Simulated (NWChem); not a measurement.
## Total energies of H3Ga

SMILES: [GaH3]
```xyz
4

Ga     0.0000     0.0000     0.0000
H      0.0000     0.0000     1.5807
H      1.3689     0.0000    -0.7903
H     -1.3689     0.0000    -0.7903
```
Charge 0, spin multiplicity 1.

Program: NWChem. All single points use one geometry, from PBE/def2-SVP, a minimum by its harmonic frequencies.

Basis set: 6-31G* (38 functions).

```json
[
 {"method": "RHF", "total energy (Ha)": "-1924.67234"},
 {"method": "MP2", "total energy (Ha)": "-1924.91160"},
 {"method": "B2PLYP", "total energy (Ha)": "-1925.95957"},
 {"method": "PBE", "total energy (Ha)": "-1926.03342"},
 {"method": "B3LYP", "total energy (Ha)": "-1926.39219"},
 {"method": "PBE0", "total energy (Ha)": "-1926.07700"},
 {"method": "CCSD(T)", "total energy (Ha)": "-1924.91607"}
]
```

Total energies of different functionals aren't comparable as a measure of quality: only differences taken within one method are. 

The Hamiltonian is non-relativistic. The correlated methods keep 9 core orbitals frozen. B3LYP has NWChem's definition, with VWN1-RPA local correlation. The Pople sets run with spherical d functions. The structure started from a generated list of species. No row is a measurement; the coupled-cluster row has its own basis-set and correlation limits.
